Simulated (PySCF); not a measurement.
## `N[C@@]12C=C[C@@H](C1)C(Cl)=C2`, C₇H₈ClN

Geometry:
```
atom   x (Å)   y (Å)   z (Å)
  N1  -1.904  -1.143   0.173
  C2  -0.709  -0.373   0.000
  C3  -0.916   1.136  -0.119
  C4   0.238   1.718   0.164
  C5   1.238   0.612   0.470
  C6   0.294  -0.377   1.176
  C7   1.414  -0.143  -0.841
 Cl8   2.876  -0.108  -1.723
  C9   0.264  -0.730  -1.141
 H10  -2.515  -1.043  -0.630
 H11  -1.687  -2.126   0.293
 H12  -1.850   1.576  -0.406
 H13   0.491   2.760   0.153
 H14   2.154   0.904   0.973
 H15   0.741  -1.355   1.357
 H16  -0.137   0.014   2.094
 H17   0.001  -1.312  -2.003
```

Method used: PySCF, GIAO HF/pcSseg-1 magnetisability, rotational g tensor and spin-rotation constants, non-relativistic, gas phase. Geometry: GFN2-xTB.

Problem. Give the nuclear spin-rotation constants along the inertial axes (H = +C I·J) beside the isotropic shieldings.

Solution. Rotational constants 2.9359, 1.0526, 0.9322 GHz. A star marks the isotopologue with that one atom substituted, in its own axes.
| atom | isotope | Caa (kHz) | Cbb (kHz) | Ccc (kHz) | mean (kHz) | σ (ppm) |
| --- | --- | --- | --- | --- | --- | --- |
| N1 | 14N | 0.125 | 0.045 | 0.035 | 0.068 | 232.8 |
| Cl8 | 35Cl | 0.285 | 0.277 | 0.198 | 0.253 | 823.3 |
| H10 | 1H | -0.311 | -0.105 | -0.013 | -0.143 | 30.6 |
| H11 | 1H | -0.345 | -0.038 | -0.065 | -0.149 | 30.8 |
| H12 | 1H | -0.055 | -0.112 | 0.019 | -0.049 | 25.1 |
| H13 | 1H | -0.309 | 0.087 | -0.073 | -0.098 | 24.8 |
| H14 | 1H | -0.197 | -0.061 | -0.051 | -0.103 | 29.4 |
| H15 | 1H | -0.333 | -0.057 | -0.020 | -0.136 | 30.1 |
| H16 | 1H | -0.115 | -0.063 | -0.081 | -0.086 | 30.0 |
| H17 | 1H | -0.318 | 0.069 | -0.068 | -0.105 | 25.5 |
| C2 | 13C* | 0.597 | 0.214 | 0.188 | 0.333 | 127.6 |
| C3 | 13C* | 0.852 | 0.372 | 0.371 | 0.532 | 33.2 |
| C4 | 13C* | 0.733 | 0.475 | 0.292 | 0.500 | 39.2 |
| C5 | 13C* | 0.521 | 0.201 | 0.162 | 0.295 | 142.4 |
| C6 | 13C* | 0.646 | 0.233 | 0.206 | 0.362 | 116.2 |
| C7 | 13C* | 1.624 | 0.324 | 0.203 | 0.717 | 25.3 |
| C9 | 13C* | 1.073 | 0.428 | 0.229 | 0.577 | 39.3 |

For the geometry as given, no vibrational averaging.
